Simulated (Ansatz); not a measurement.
CH$_{4}$GaNO, SMILES `O/C=[N]/[GaH2]` at its PBE0-D4/def2-TZVP geometry, where that method's forces vanish. Total charge 0; spin multiplicity 1.

```
atom    x (Å)    y (Å)    z (Å)
  O1   0.6859  -1.3118  -1.7754
  C2   0.1682  -0.2391  -1.1433
  N3   0.0558  -0.1388   0.0901
 Ga4  -0.4576   0.8347   1.5321
  H5   0.9335  -1.9449  -1.0865
  H6  -0.1254   0.5031  -1.8930
  H7  -1.8978   0.5752   2.0740
  H8   0.6375   1.7216   2.2021
```

Question: For each bond, give half the difference of the two atoms' forces along it (eV/Å; positive pushes the atoms apart) under PBE-D4, r2SCAN-D4, B3LYP-D4, ωB97M-V in def2-TZVPP. (An estimate is asked.)

Answer: Ansatz gave: 
| bond | length (Å) | PBE-D4 | r2SCAN-D4 | B3LYP-D4 | ωB97M-V |
| --- | --- | --- | --- | --- | --- |
| O1–C2 | 1.348 | 0.28 | 0.24 | 0.30 | 0.27 |
| O1–H5 | 0.968 | 0.42 | 0.02 | -0.03 | -0.13 |
| C2–N3 | 1.243 | 0.59 | 0.28 | -0.01 | -0.05 |
| C2–H6 | 1.095 | -0.13 | -0.16 | -0.18 | -0.17 |
| N3–Ga4 | 1.814 | -0.18 | -0.15 | 0.15 | 0.16 |
| Ga4–H7 | 1.560 | -0.02 | -0.09 | -0.07 | -0.12 |
| Ga4–H8 | 1.560 | -0.01 | -0.08 | -0.07 | -0.12 |

B3LYP here is the variant with VWN-RPA as its local correlation; programs differ in this.
